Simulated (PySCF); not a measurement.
Screening by computed properties: pick the candidate that meets the target.

All species are isolated and taken at one optimised geometry, non-relativistic unless stated. Electronic properties by PySCF.

The conformers computed, where there is a choice (atom-mapped SMILES and torsion angles):
- `[CH3:1][CH2:2][CH2:3][Si@H:4]([F:5])[P:6][SiH3:7]`: C1–C2–C3–Si4 -61°, C2–C3–Si4–F5 -154°, C3–Si4–P6–Si7 177°
- `[CH3:1][C:2]([S-:3])[C:4]1=[N:5][CH2:6][CH:7]=[N:8]1`: C1–C2–C4–N5 -1°
- `[F:1][C:2]([F:3])=[C:4]([F:5])[C@H:6]1[CH:7][CH2:8][N:9]=[CH:10]1`: C2–C4–C6–C7 -39°

(1) Wanted: smallest rotational constant below 0.8 GHz (GFN2-xTB) and isotropic g value above 2.007 (unrestricted B3LYP/pcH-1, mean-field spin–orbit), at GFN2-xTB geometries. Which candidate meets both?
A. `F[C]1CC2(C1)C[C@@]2(F)Cl` [radical]
B. `CCC[Si@H](F)[P][SiH3]` [radical]
C. `FC(F)=C(F)[C@H]1[CH]CN=C1` [radical]
D. `C[C]([S-])C1=NCC=N1` [radical]

## Answers

(1) B. Computed values:
```csv
species,smallest rotational constant,isotropic g value
CCC[Si@H](F)[P][SiH3] [radical],0.637 GHz,2.01361
F[C]1CC2(C1)C[C@@]2(F)Cl [radical],0.728 GHz,2.00369
FC(F)=C(F)[C@H]1[CH]CN=C1 [radical],0.828 GHz,2.00254
C[C]([S-])C1=NCC=N1 [radical],0.954 GHz,2.01079
```
